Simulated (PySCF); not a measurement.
PySCF input (HF/def2-SV(P)):

```python
import numpy as np, basis_set_exchange as bse
from pyscf import gto, scf, dft, df
from pyscf.prop.polarizability import rhf as pol

basis = {'C': gto.basis.parse(bse.get_basis('def2-SV(P)', elements=['C'], fmt='nwchem')), 'Cl': gto.basis.parse(bse.get_basis('def2-SV(P)', elements=['Cl'], fmt='nwchem')), 'F': gto.basis.parse(bse.get_basis('def2-SV(P)', elements=['F'], fmt='nwchem'))}
mol = gto.M(
    atom='''
    F    -1.46765236   -0.29091169    0.03213502
    C    -0.59791644    0.67053518   -0.01923397
    Cl    0.98802176   -0.08264740   -0.01022420
    ''',
    basis=basis,
    charge=0,
    verbose=4,
    max_memory=8640,
)
mf = scf.RHF(mol)
mf = mf.density_fit(auxbasis=df.autoaux(mol))
mf.conv_tol = 1e-9
mf.max_cycle = 100
print('smallest overlap eigenvalue', np.linalg.eigvalsh(mol.intor('int1e_ovlp'))[0])
mf.kernel()
dip = mf.dip_moment()
p = pol.Polarizability(mf)
p.max_cycle_cphf = 60
alpha = p.polarizability()
print('polarisability/bohr^3', alpha.trace() / 3)
```

Output:

```
PySCF version 2.14.0

[INPUT] verbose = 4
[INPUT] num. atoms = 3
[INPUT] num. electrons = 32
[INPUT] charge = 0
[INPUT] spin (= nelec alpha-beta = 2S) = 0
[INPUT] symmetry False subgroup None
[INPUT] Mole.unit = angstrom
[INPUT] Symbol           X                Y                Z      unit          X                Y                Z       unit  Magmom
[INPUT]  1 F     -1.467652360000  -0.290911690000   0.032135020000 AA   -2.773461006472  -0.549743420534   0.060726386807 Bohr   0.0
[INPUT]  2 C     -0.597916440000   0.670535180000  -0.019233970000 AA   -1.129898316975   1.267127847086  -0.036346935588 Bohr   0.0
[INPUT]  3 Cl     0.988021760000  -0.082647400000  -0.010224200000 AA    1.867090531511  -0.156180950907  -0.019320937843 Bohr   0.0

nuclear repulsion = 85.6142223309716
number of shells = 20
number of NR pGTOs = 84
number of NR cGTOs = 46
basis = {'C': [[0, [1238.4016938, 0.0054568832082], [186.29004992, 0.040638409211], [42.251176346, 0.18025593888], [11.676557932, 0.46315121755], [3.5930506482, 0.44087173314]], [0, [0.40245147363, 1.0]], [0, [0.13090182668, 1.0]], [1, [9.4680970621, 0.038387871728], [2.0103545142, 0.21117025112], [0.54771004707, 0.51328172114]], [1, [0.15268613795, 1.0]], [2, [0.8, 1.0]]], 'Cl': [[0, [10449.827566, 0.0019708362484], [1571.7365221, 0.014754727977], [357.12065523, 0.066679112875], [100.25185935, 0.17228924084], [30.812727554, 0.158837861]], [0, [51.923789434, -0.10009298909], [5.7045760975, 0.60841752753], [2.3508376809, 0.54352153355]], [0, [0.44605124672, 1.0]], [0, [0.1684885619, 1.0]], [1, [307.66790569, -0.0087801484118], [72.102015515, -0.063563355471], [22.532680262, -0.24016428276], [7.8991765444, -0.47798866557], [2.8767268321, -0.38515850005]], [1, [0.77459363955, 1.0]], [1, [0.21037699698, 1.0]], [2, [0.65, 1.0]]], 'F': [[0, [2894.832599, -0.0053408255515], [435.4193912, -0.039904258866], [98.843328866, -0.17912768038], [27.485198001, -0.46758090825], [8.5405498171, -0.4465313102]], [0, [1.0654578038, 1.0]], [0, [0.33247346748, 1.0]], [1, [22.696633924, -0.045212874436], [4.9872339257, -0.23754317067], [1.3491613954, -0.51287353587]], [1, [0.34829881977, 1.0]], [2, [1.4, 1.0]]]}
ecp = {}
ETB for C: l = 0, exps = 0.26180365336 * 1.8^n , n = 0..13
ETB for C: l = 1, exps = 0.28358796463 * 1.8^n , n = 0..10
ETB for C: l = 2, exps = 0.3053722759 * 1.8^n , n = 0..9
ETB for C: l = 3, exps = 0.95268613795 * 2.2^n , n = 0..1
ETB for Cl: l = 0, exps = 0.3369771238 * 1.8^n , n = 0..16
ETB for Cl: l = 1, exps = 0.37886555888 * 1.8^n , n = 0..13
ETB for Cl: l = 2, exps = 0.42075399396 * 1.8^n , n = 0..12
ETB for Cl: l = 3, exps = 0.86037699698 * 2.2^n , n = 0..3
ETB for F: l = 0, exps = 0.66494693496 * 1.8^n , n = 0..13
ETB for F: l = 1, exps = 0.6807722872499999 * 1.8^n , n = 0..10
ETB for F: l = 2, exps = 0.69659763954 * 1.8^n , n = 0..9
ETB for F: l = 3, exps = 1.74829881977 * 2.2^n , n = 0..1
smallest overlap eigenvalue 0.019456809379191694

******** <class 'pyscf.df.df_jk.DFRHF'> ********
method = DFRHF
initial guess = minao
damping factor = 0
level_shift factor = 0
DIIS = <class 'pyscf.scf.diis.CDIIS'>
diis_start_cycle = 1
diis_space = 8
diis_damp = 0
SCF conv_tol = 1e-09
SCF conv_tol_grad = None
SCF max_cycles = 100
direct_scf = False
Set gradient conv threshold to 3.16228e-05
Initial guess from minao.
******** <class 'pyscf.df.df.DF'> ********
auxbasis = {'C': [[0, [np.float64(545.1528275619635), 1]], [0, [np.float64(302.86268197886864), 1]], [0, [np.float64(168.25704554381588), 1]], [0, [np.float64(93.47613641323105), 1]], [0, [np.float64(51.931186896239474), 1]], [0, [np.float64(28.850659386799705), 1]], [0, [np.float64(16.028144103777613), 1]], [0, [np.float64(8.904524502098674), 1]], [0, [np.float64(4.946958056721486), 1]], [0, [np.float64(2.748310031511936), 1]], [0, [np.float64(1.5268389063955201), 1]], [0, [np.float64(0.8482438368864), 1]], [0, [np.float64(0.471246576048), 1]], [0, [np.float64(0.26180365336), 1]], [1, [np.float64(101.25415335764215), 1]], [1, [np.float64(56.2523074209123), 1]], [1, [np.float64(31.251281900506832), 1]], [1, [np.float64(17.36182327805935), 1]], [1, [np.float64(9.645457376699639), 1]], [1, [np.float64(5.358587431499799), 1]], [1, [np.float64(2.9769930174998884), 1]], [1, [np.float64(1.6538850097221602), 1]], [1, [np.float64(0.9188250054012002), 1]], [1, [np.float64(0.5104583363340001), 1]], [1, [np.float64(0.28358796463), 1]], [2, [np.float64(60.573427945585124), 1]], [2, [np.float64(33.65190441421396), 1]], [2, [np.float64(18.695502452341085), 1]], [2, [np.float64(10.386390251300602), 1]], [2, [np.float64(5.770216806278112), 1]], [2, [np.float64(3.2056760034878398), 1]], [2, [np.float64(1.7809311130488001), 1]], [2, [np.float64(0.989406173916), 1]], [2, [np.float64(0.54967009662), 1]], [2, [np.float64(0.3053722759), 1]], [3, [np.float64(2.09590950349), 1]], [3, [np.float64(0.95268613795), 1]]], 'Cl': [[0, [np.float64(4092.2343904551003), 1]], [0, [np.float64(2273.4635502528336), 1]], [0, [np.float64(1263.0353056960187), 1]], [0, [np.float64(701.6862809422325), 1]], [0, [np.float64(389.8257116345737), 1]], [0, [np.float64(216.56983979698535), 1]], [0, [np.float64(120.31657766499187), 1]], [0, [np.float64(66.8425431472177), 1]], [0, [np.float64(37.134746192898724), 1]], [0, [np.float64(20.6304145516104), 1]], [0, [np.float64(11.461341417561332), 1]], [0, [np.float64(6.367411898645185), 1]], [0, [np.float64(3.53745105480288), 1]], [0, [np.float64(1.9652505860016003), 1]], [0, [np.float64(1.0918058811120002), 1]], [0, [np.float64(0.6065588228400001), 1]], [0, [np.float64(0.3369771238), 1]], [1, [np.float64(788.9104221371114), 1]], [1, [np.float64(438.2835678539508), 1]], [1, [np.float64(243.49087102997262), 1]], [1, [np.float64(135.27270612776258), 1]], [1, [np.float64(75.15150340431254), 1]], [1, [np.float64(41.75083522461808), 1]], [1, [np.float64(23.19490845812115), 1]], [1, [np.float64(12.88606025451175), 1]], [1, [np.float64(7.15892236361764), 1]], [1, [np.float64(3.977179090898688), 1]], [1, [np.float64(2.20954393938816), 1]], [1, [np.float64(1.2275244107712), 1]], [1, [np.float64(0.681958005984), 1]], [1, [np.float64(0.37886555888), 1]], [2, [np.float64(486.74142407332795), 1]], [2, [np.float64(270.4119022629599), 1]], [2, [np.float64(150.2288345905333), 1]], [2, [np.float64(83.46046366140737), 1]], [2, [np.float64(46.366924256337434), 1]], [2, [np.float64(25.759402364631907), 1]], [2, [np.float64(14.31077909146217), 1]], [2, [np.float64(7.9504328285900945), 1]], [2, [np.float64(4.416907126994496), 1]], [2, [np.float64(2.4538372927747205), 1]], [2, [np.float64(1.3632429404304), 1]], [2, [np.float64(0.7573571891280001), 1]], [2, [np.float64(0.42075399396), 1]], [3, [np.float64(9.161294263843043), 1]], [3, [np.float64(4.164224665383201), 1]], [3, [np.float64(1.8928293933560003), 1]], [3, [np.float64(0.86037699698), 1]]], 'F': [[0, [np.float64(1384.6166664207815), 1]], [0, [np.float64(769.2314813448787), 1]], [0, [np.float64(427.35082296937696), 1]], [0, [np.float64(237.41712387187613), 1]], [0, [np.float64(131.8984021510423), 1]], [0, [np.float64(73.27689008391238), 1]], [0, [np.float64(40.70938337995132), 1]], [0, [np.float64(22.616324099972953), 1]], [0, [np.float64(12.564624499984975), 1]], [0, [np.float64(6.980346944436096), 1]], [0, [np.float64(3.8779705246867207), 1]], [0, [np.float64(2.1544280692704003), 1]], [0, [np.float64(1.196904482928), 1]], [0, [np.float64(0.66494693496), 1]], [1, [np.float64(243.0675140419985), 1]], [1, [np.float64(135.03750780111028), 1]], [1, [np.float64(75.02083766728349), 1]], [1, [np.float64(41.67824314849082), 1]], [1, [np.float64(23.154579526939344), 1]], [1, [np.float64(12.863655292744081), 1]], [1, [np.float64(7.1464751626356), 1]], [1, [np.float64(3.970263979242), 1]], [1, [np.float64(2.20570221069), 1]], [1, [np.float64(1.22539011705), 1]], [1, [np.float64(0.6807722872499999), 1]], [2, [np.float64(138.1766134511783), 1]], [2, [np.float64(76.7647852506546), 1]], [2, [np.float64(42.64710291703033), 1]], [2, [np.float64(23.692834953905738), 1]], [2, [np.float64(13.162686085503188), 1]], [2, [np.float64(7.312603380835104), 1]], [2, [np.float64(4.062557433797281), 1]], [2, [np.float64(2.2569763521096), 1]], [2, [np.float64(1.253875751172), 1]], [2, [np.float64(0.69659763954), 1]], [3, [np.float64(3.8462574034940005), 1]], [3, [np.float64(1.74829881977), 1]]]}
init E= -596.600642942504
  HOMO = -0.244165887999061  LUMO = -0.00277300763973187  gap/eV = 6.56863
cycle= 1 E= -596.339792312492  delta_E= 0.261  |g|= 0.607  |ddm|= 1.91
  HOMO = -0.453575906371328  LUMO = -0.0474041999779162  gap/eV = 11.05250
cycle= 2 E= -596.405486598943  delta_E= -0.0657  |g|= 0.38  |ddm|= 0.855
  HOMO = -0.429429794136337  LUMO = 0.0443383731386877  gap/eV = 12.89189
cycle= 3 E= -596.437841679351  delta_E= -0.0324  |g|= 0.0506  |ddm|= 0.327
  HOMO = -0.426687945522039  LUMO = 0.056541312300026  gap/eV = 13.14934
cycle= 4 E= -596.439385089381  delta_E= -0.00154  |g|= 0.0225  |ddm|= 0.0999
  HOMO = -0.429537209954116  LUMO = 0.055516858833907  gap/eV = 13.19899
cycle= 5 E= -596.439778223972  delta_E= -0.000393  |g|= 0.00809  |ddm|= 0.0603
  HOMO = -0.429585839632582  LUMO = 0.0564095002112781  gap/eV = 13.22461
cycle= 6 E= -596.439840291042  delta_E= -6.21e-05  |g|= 0.0024  |ddm|= 0.026
  HOMO = -0.42929381495117  LUMO = 0.0567516672232404  gap/eV = 13.22597
cycle= 7 E= -596.439846574706  delta_E= -6.28e-06  |g|= 0.00066  |ddm|= 0.00835
  HOMO = -0.429322499312304  LUMO = 0.0568502081278233  gap/eV = 13.22943
cycle= 8 E= -596.439847089686  delta_E= -5.15e-07  |g|= 0.000188  |ddm|= 0.002
  HOMO = -0.429308760112424  LUMO = 0.0568582300273537  gap/eV = 13.22928
cycle= 9 E= -596.439847125811  delta_E= -3.61e-08  |g|= 5.35e-05  |ddm|= 0.000507
  HOMO = -0.429310997394214  LUMO = 0.0568560275762131  gap/eV = 13.22928
cycle= 10 E= -596.439847128535  delta_E= -2.72e-09  |g|= 1.39e-05  |ddm|= 0.000146
  HOMO = -0.429310869237658  LUMO = 0.0568567809585732  gap/eV = 13.22930
cycle= 11 E= -596.43984712867  delta_E= -1.36e-10  |g|= 3.18e-06  |ddm|= 2.96e-05
  HOMO = -0.429310968684452  LUMO = 0.0568568573597279  gap/eV = 13.22930
Extra cycle  E= -596.439847128676  delta_E= -5.68e-12  |g|= 1.49e-06  |ddm|= 4.23e-06
converged SCF energy = -596.439847128676
Dipole moment(X, Y, Z, Debye):  0.12201, -0.52816,  0.01996
Isotropic polarizability 18.7565818268
Polarizability anisotropy 14.0678573207
polarisability/bohr^3 18.756581826761188
```
